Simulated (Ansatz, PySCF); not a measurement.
Gas-phase reaction in SMILES: N[SiH](N)N -> N[Si](N)N + H atom (the H-Si bond at the site shown breaks; other sites are not compared here)
Structures are relaxed separately at B3LYP-D3(BJ)/def2-TZVP in Ansatz (an electronic-structure program), one conformer each, not searched for the lowest.

Wanted: bond dissociation energy (enthalpy at 298 K, with B3LYP-D3(BJ) rigid-rotor harmonic-oscillator terms from PySCF), in kJ/mol. Valence correlation only, unless marked. Open shells are spin-unrestricted. Spin-orbit coupling is left out. No relativistic terms. CBS(X,Y): correlation extrapolated as X^-3; Hartree-Fock from the larger set.

CCSD(T)/CBS(aug-cc-pV(T+d)Z,aug-cc-pV(Q+d)Z) (Ansatz) gives 403.5 kJ/mol.

Problem. Another calculation gave 364.4 kJ/mol. Which level was it?
A. B2GP-PLYP/def2-TZVPD (Ansatz)
B. PBE/def2-TZVPD (Ansatz)
C. PBE0/def2-TZVPD (Ansatz)
D. wB97M-V/def2-TZVPD (Ansatz)

Solution. B, PBE/def2-TZVPD (Ansatz). The others give 402.7 (wB97M-V), 391.3 (B2GP-PLYP), 376.2 (PBE0) kJ/mol.
